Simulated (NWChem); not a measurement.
System: C2H6GeO; SMILES C[C](=O)[GeH3]

Input file for NWChem:

```
start job
memory heap 200 mb stack 900 mb global 1100 mb
geometry units angstroms noautosym nocenter noautoz
  C     -1.109496     1.830826     0.180264
  C      0.060525     0.993012    -0.257734
  O      1.061091     1.464618    -0.735802
  Ge    -0.012017    -1.011347    -0.051644
  H     -1.312086     1.660987     1.250551
  H     -2.016895     1.520335    -0.363472
  H     -0.904328     2.895270    -0.002155
  H      0.164062    -1.629070    -1.447217
  H      1.165449    -1.429948     0.841990
  H     -1.335301    -1.501577     0.570008
end
basis spherical
  C library 6-311g**
  O library 6-311g**
  Ge library 6-311g**
  H library 6-311g**
end
dft
  xc b3lyp
  iterations 150
end
property
  shielding 8 1 2 3 4 5 7 8 10
end
task dft property
```

NWChem printed, in part:

```
             Northwest Computational Chemistry Package (NWChem) 7.3.0
             --------------------------------------------------------

                             Geometry "geometry" -> ""
                             -------------------------

 Output coordinates in angstroms (scale by  1.889725989 to convert to a.u.)

  No.       Tag          Charge          X              Y              Z
 ---- ---------------- ---------- -------------- -------------- --------------
    1 C                    6.0000    -1.10949600     1.83082600     0.18026400
    2 C                    6.0000     0.06052500     0.99301200    -0.25773400
    3 O                    8.0000     1.06109100     1.46461800    -0.73580200
    4 Ge                  32.0000    -0.01201700    -1.01134700    -0.05164400
    5 H                    1.0000    -1.31208600     1.66098700     1.25055100
    6 H                    1.0000    -2.01689500     1.52033500    -0.36347200
    7 H                    1.0000    -0.90432800     2.89527000    -0.00215500
    8 H                    1.0000     0.16406200    -1.62907000    -1.44721700
    9 H                    1.0000     1.16544900    -1.42994800     0.84199000
   10 H                    1.0000    -1.33530100    -1.50157700     0.57000800

 Effective nuclear repulsion energy (a.u.)     253.9650306207

                              NWChem Property Module
                              ----------------------

  itol2e modified to match energy
  convergence criterion.

                                 NWChem DFT Module
                                 -----------------

 Summary of "ao basis" -> "ao basis" (spherical)
 ------------------------------------------------------------------------------
       Tag                 Description            Shells   Functions and Types
 ---------------- ------------------------------  ------  ---------------------
 C                          6-311g**                 8       18   4s3p1d
 O                          6-311g**                 8       18   4s3p1d
 Ge                         6-311g**                18       44   8s7p3d
 H                          6-311g**                 4        6   3s1p

  itol2e modified to match energy
  convergence criterion.

            General Information
            -------------------
          SCF calculation type: DFT
          Wavefunction type:  closed shell.
          No. of atoms     :    10
          No. of electrons :    58
           Alpha electrons :    29
            Beta electrons :    29
          Charge           :     0
          Spin multiplicity:     1
          Use of symmetry is: off; symmetry adaption is: off
          Maximum number of iterations: 150
          AO basis - number of functions:   134
                     number of shells:    66
          Convergence on energy requested:  1.00D-07
          Convergence on density requested:  1.00D-05
          Convergence on gradient requested:  5.00D-04

              XC Information
              --------------
                         B3LYP Method XC Potential
                     Hartree-Fock (Exact) Exchange  0.200
                        Slater Exchange Functional  0.800 local
                    Becke 1988 Exchange Functional  0.720 non-local
              Lee-Yang-Parr Correlation Functional  0.810
                  VWN I RPA Correlation Functional  0.190 local

[...]

          -----------------------------------------
          Chemical Shielding Tensors (GIAO, in ppm)
          -----------------------------------------

                                NWChem CPHF Module
                                ------------------

  scftype          =     RHF
  nclosed          =       29
  nopen            =        0
  variables        =     3045
  # of vectors     =        3
  tolerance        = 0.10D-03
  level shift      = 0.00D+00
  max iterations   =       50
  max subspace     =       30

 SCF residual:    1.9485854487008837E-005

Iterative solution of linear equations
  No. of variables     3045
  No. of equations        3
  Maximum subspace       30
        Iterations       50
       Convergence  1.0D-04

   iter   nsub   residual    time
   ----  ------  --------  ---------
     1      3    9.24D-01      82.2
     2      6    1.33D-01      89.9
     3      9    4.37D-03      97.6
     4     12    3.99D-04     105.3
     5     15    1.24D-05     113.0

      Atom:    1  C
        Diamagnetic
    252.3435     -6.3873     -3.2500
     -6.3873    250.8989      2.1565
     -3.2500      2.1565    244.8590

        Paramagnetic
   -112.6445    -29.5070     -0.5510
    -29.5070    -93.7457     10.6179
     -0.5510     10.6179   -120.4822

        Total Shielding Tensor
    139.6990    -35.8943     -3.8010
    -35.8943    157.1532     12.7744
     -3.8010     12.7744    124.3768

           isotropic =     140.4097
          anisotropy =      71.0847

          Principal Components and Axis System
                 1           2           3
              187.7995    123.8307    109.5988

      1        -0.5966      0.3991      0.6963
      2         0.7791      0.0797      0.6219
      3         0.1927      0.9134     -0.3585

      Atom:    2  C
        Diamagnetic
    254.7762     -1.7680     -9.2200
     -1.7680    261.7255     -1.7014
     -9.2200     -1.7014    237.4871

        Paramagnetic
   -345.1983      9.1870     85.6031
      9.1870   -364.3117     14.8789
     85.6031     14.8789   -186.0413

        Total Shielding Tensor
    -90.4221      7.4190     76.3831
      7.4190   -102.5862     13.1775
     76.3831     13.1775     51.4458

           isotropic =     -47.1875
          anisotropy =    -114.9860

          Principal Components and Axis System
                 1           2           3
             -123.8449   -103.6702     85.9525

      1         0.9162      0.0379      0.3990
      2        -0.0758      0.9939      0.0795
      3        -0.3935     -0.1031      0.9135

      Atom:    3  O
        Diamagnetic
    411.7705     10.4724     -8.4545
     10.4724    393.2866     -4.4678
     -8.4545     -4.4678    398.5822

        Paramagnetic
  -1324.0878   -195.2054    554.2571
   -195.2054   -956.9123    160.3867
    554.2571    160.3867   -349.9470

        Total Shielding Tensor
   -912.3173   -184.7330    545.8026
   -184.7330   -563.6257    155.9189
    545.8026    155.9189     48.6352

           isotropic =    -475.7693
          anisotropy =   -1145.3984

          Principal Components and Axis System
                 1           2           3
            -1239.3682   -488.5221    300.5824

      1         0.8554     -0.3303      0.3990
      2         0.3266      0.9418      0.0795
      3        -0.4020      0.0623      0.9135

      Atom:    4  Ge
        Diamagnetic
   2753.7349      0.5737     -0.4460
      0.5737   2760.2722     -0.8984
     -0.4460     -0.8984   2753.1014

        Paramagnetic
  -1139.5115     40.8277    -34.6733
     40.8277  -1132.5342    -24.6815
    -34.6733    -24.6815  -1193.6184

        Total Shielding Tensor
   1614.2234     41.4014    -35.1192
     41.4014   1627.7380    -25.5799
    -35.1192    -25.5799   1559.4831

           isotropic =    1600.4815
          anisotropy =     116.4311

          Principal Components and Axis System
                 1           2           3
             1678.1022   1581.4029   1541.9393

      1         0.6356      0.6615      0.3979
      2         0.6941     -0.7153      0.0804
      3        -0.3379     -0.2251      0.9139

      Atom:    5  H
        Diamagnetic
     25.8161     -1.9593     -5.0880
     -1.9593     26.0855      0.4019
     -5.0880      0.4019     36.5935

        Paramagnetic
      1.3366      1.4490      4.3245
      1.4490      3.9788      0.3267
      4.3245      0.3267     -5.9925

        Total Shielding Tensor
     27.1527     -0.5103     -0.7634
     -0.5103     30.0643      0.7286
     -0.7634      0.7286     30.6010

           isotropic =      29.2727
          anisotropy =       3.0586

          Principal Components and Axis System
                 1           2           3
               31.3117     29.5563     26.9499

      1        -0.2156      0.0062      0.9765
      2         0.5567      0.8223      0.1177
      3         0.8022     -0.5690      0.1807

      Atom:    6  H
        Diamagnetic
     25.3141     -0.9282     -1.2041
     -0.9282     39.7249     -1.1073
     -1.2041     -1.1073     22.9943

        Paramagnetic
      2.3108      0.0667      1.1915
      0.0667     -5.7043      0.9086
      1.1915      0.9086      4.4520

        Total Shielding Tensor
     27.6249     -0.8615     -0.0126
     -0.8615     34.0206     -0.1987
     -0.0126     -0.1987     27.4463

           isotropic =      29.6973
          anisotropy =       6.6646

          Principal Components and Axis System
                 1           2           3
               34.1403     27.5279     27.4236

      1        -0.1310      0.9084      0.3969
      2         0.9910      0.1082      0.0794
      3        -0.0292     -0.4038      0.9144

      Atom:    7  H
        Diamagnetic
     20.6903     -0.8825     -2.2160
     -0.8825     26.7444      8.6794
     -2.2160      8.6794     37.7018

        Paramagnetic
      2.0521      0.2434      0.4286
      0.2434     -1.1160     -2.7333
      0.4286     -2.7333     -2.9110

[...]
```

Level: B3LYP/6-311G** (spherical d), GIAO. All runs use the structure optimised with PBE0/def2-SVP. B3LYP is NWChem's, with the RPA form of VWN correlation. The output numbers the shielded atoms by their place in the input's list. The printed shielding anisotropy is the first printed principal value minus the mean of the other two.
